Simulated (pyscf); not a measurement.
Optimised with ωB97X-D3(BJ)/def2-SVP in PySCF. Correlated levels are frozen-core, on RHF or UHF. ΔMP2 is the change of the MP2 total energy from the triple- to the quadruple-zeta basis. Singlets are restricted, triplets unrestricted.

Singlet (Å):
```xyz
3

O     -0.2553    -0.4735     0.2261
Ga    -0.6170     0.4554     1.7203
H     -0.6070    -1.2811    -0.1595
```

Triplet (Å):
```xyz
3

O      0.5384     1.0845     0.3268
Ga     1.5488     0.6347    -1.1161
H      0.0015     0.3139     0.5601
```

**Question.** For these two minima of HO–Ga, which spin state lies lower at CCSD(T)/def2-TZVPP + ΔMP2(QZVPP), and by how much (electronic energies)?

**Answer.** The singlet, by 81.3 kcal/mol. Zero-point energy shifts E(triplet) − E(singlet) by +0.6 kcal/mol. 

E(triplet) − E(singlet) by level (kcal/mol):

```tsv
level	gap
ωB97X-D3(BJ)/def2-TZVP	+81.5
PBE/def2-TZVP	+78.3
r²SCAN/def2-TZVP	+74.6
B3LYP-D3(BJ)/def2-TZVP	+82.1
PBE0-D3(BJ)/def2-TZVP	+76.3
M06-2X/def2-TZVP	+77.7
ωB97M-D3(BJ)/def2-TZVP	+82.7
HF/def2-TZVP	+59.5
MP2/def2-QZVPP	+79.1
CCSD/def2-TZVPP	+76.3
CCSD(T)/def2-TZVPP	+76.7
CCSD(T)/def2-TZVPP + ΔMP2(QZVPP)	+81.3
```

The triplet is the lowest one reached from the SCF start used. The CCSD(T) − MP2 part came from Ansatz, without density fitting, on the same reference. The frozen core leaves the outer d or s,p core shells of the metals and heavy elements correlated in the MP2 and CC values, and def2-TZVPP describes them poorly, which can shift differences by a few kcal/mol. Elements up to Kr have no core potential and no relativistic terms here.
